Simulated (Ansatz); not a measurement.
Two shapes of singlet BF4(-).

Shape 1:

```xyz
5

B     0.0000    0.0000    0.0000
F     0.8103    0.8103    0.8103
F     0.8103   -0.8103   -0.8103
F    -0.8103    0.8103   -0.8103
F    -0.8103   -0.8103    0.8103
```

Shape 2:

```xyz
5

B     0.0000    0.0000    0.0000
F     0.8751    0.8751    0.8751
F     0.8751   -0.8751   -0.8751
F    -0.8751    0.8751   -0.8751
F    -0.8751   -0.8751    0.8751
```

Basis set: 6-31G* (spherical functions). Correlated methods keep 5 orbitals frozen. Charge -1, multiplicity 1.

Computed with Ansatz (development build ahead of 0.2.0); each method stands on the lowest determinant of its kind that the runs found.

Task: Which shape is lower in energy, and by how much in each method?

Result:

```json
{"method": "RHF", "E(2) − E(1) (eV)": "1.083"}
{"method": "RHF-MP2", "E(2) − E(1) (eV)": "0.657"}
```

Shape 1 is lower. Caution: no diffuse functions for an anion.
